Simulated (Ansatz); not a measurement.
Calculated with Ansatz (gas phase, PBE0-D4/def2-TZVP geometries, no zero-point term in ΔE). CBS: MP2 limit from def2 TZ/QZ plus the TZ coupled-cluster correction, frozen cores. Functionals use def2-TZVPP. B3LYP here is the variant with VWN-RPA as its local correlation; programs differ in this. Elements past krypton have def2 core potentials. For Te outer-core shells are correlated without core-valence functions, which leaves a few kJ/mol of doubt a bond. One conformer a species, not always the lowest.

Consider the substitution at a C–Si bond: `C[SiH2][SiH](O)F` + `OC(=S)[TeH]` → `COC(=S)[TeH]` + `O[SiH](F)[SiH3]`.

| level | ΔE (kcal/mol) | difference from CCSD(T)/CBS |
| --- | --- | --- |
| PBE0-D4 | 18.6 | 0.1 |
| B2PLYP | 18.0 | -0.5 |
| PBE | 18.0 | -0.5 |
| PBE0 | 18.8 | 0.3 |
| B3LYP | 17.7 | -0.8 |
| MP2/def2-TZVPP | 19.2 | 0.7 |
| SCS-MP2/def2-TZVPP | 18.1 | -0.4 |
| CCSD/def2-TZVPP | 18.5 | 0.0 |
| CCSD(T)/def2-TZVPP | 18.1 | -0.4 |
| SCS-MP2/def2-QZVPP | 18.4 | -0.1 |
| CCSD(T)/CBS | 18.5 | 0 |

Largest T1 diagnostic among the species: 0.016.

From PBE to PBE0 (25 % exact exchange), in def2-TZVPP and without D4, ΔE moves by +0.8 kcal/mol. In def2-TZVPP, CCSD(T) changes the Hartree–Fock value by +0.8 kcal/mol (the triples alone add −0.4 kcal/mol) and MP2 by +1.8 kcal/mol.
